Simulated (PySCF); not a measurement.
C6H9NO.
Atom-mapped SMILES: `[CH3:1][CH:2]([CH3:3])[c:4]1[cH:5][o:6][cH:7][n:8]1`

NICS is the negative of the GIAO shielding at a point without a nucleus: at the ring centre (0) and 1 Å above and below it (1); zz is the component along the ring normal. Level: GIAO PBE0/pcSseg-1 (PySCF, non-relativistic, gas phase) on the GFN2-xTB geometry, one conformer.

Ring bond lengths (Å), with Mayer bond orders in brackets: C4–C5 1.362 (1.64), C5–O6 1.354 (1.03), O6–C7 1.336 (1.13), C7–N8 1.289 (1.70), N8–C4 1.373 (1.26).

Question: What do the NICS probes read (ppm)?

Answer: 
```
          ring                                                     type  NICS(0)  NICS(1), two faces  NICS(1)zz, two faces  rms pucker (Å)  centre to ring atoms, mean (Å)
C4–C5–O6–C7–N8  5-membered ring with N and O; formal bonds all aromatic    -11.5       -10.5 / -10.5         -27.2 / -27.2            0.00                            1.14
```

Question: What do they say, and how far can they be read as aromaticity?

Answer: 
- C4–C5–O6–C7–N8: mean NICS(1)zz -27.2 ppm, shielded. The ring is flat and has no four-coordinate atom; by the NICS criterion it is aromatic.

Question: What does the geometric index give? HOMA = 1 − mean of α(R − Ropt)² over the ring bonds, with Krygowski's 1993 parameters (CC: Ropt 1.388 Å, α 257.7 Å⁻²; CN: Ropt 1.334 Å, α 93.52 Å⁻²; CO: Ropt 1.265 Å, α 157.38 Å⁻²).

Answer: 
- C4–C5–O6–C7–N8: HOMA 0.49; the largest term is that of C5–O6, α(R − Ropt)² = 1.25.

Question: List the ring angles and the Hirshfeld charges of the ring atoms.

Answer: 
- C4–C5–O6–C7–N8: C4 107.7° (+0.026 e), C5 108.3° (-0.010 e), O6 104.4° (-0.067 e), C7 114.3° (+0.083 e), N8 105.2° (-0.183 e); sum 540.0° against 540° for a flat convex ring.

Question: What are the shieldings of the ring atoms and their hydrogens in the same run (means over atoms taken as equivalent)?

Answer: 
| atoms | environment | σ isotropic (ppm) |
| --- | --- | --- |
| C4 | substituted aromatic carbon | 31.5 |
| C5 | aromatic CH next to a ring oxygen | 48.5 |
| O6 | furan-type oxygen | 17.1 |
| C7 | aromatic CH next to a ring nitrogen | 31.1 |
| N8 | pyridine-type nitrogen | -30.0 |
| H on C5 | aromatic hydrogen | 24.17 |
| H on C7 | aromatic hydrogen | 24.01 |

The run took 67 s on one thread of an Intel Xeon at 2.70 GHz, shared host, and the process peaked at 0.82 GiB of memory. This is the whole shielding run at PBE0/pcSseg-1, SCF included.

Shape of the structure used: `[CH3:1][CH:2]([CH3:3])[c:4]1[cH:5][o:6][cH:7][n:8]1`: C1–C2–C4–C5 119°.
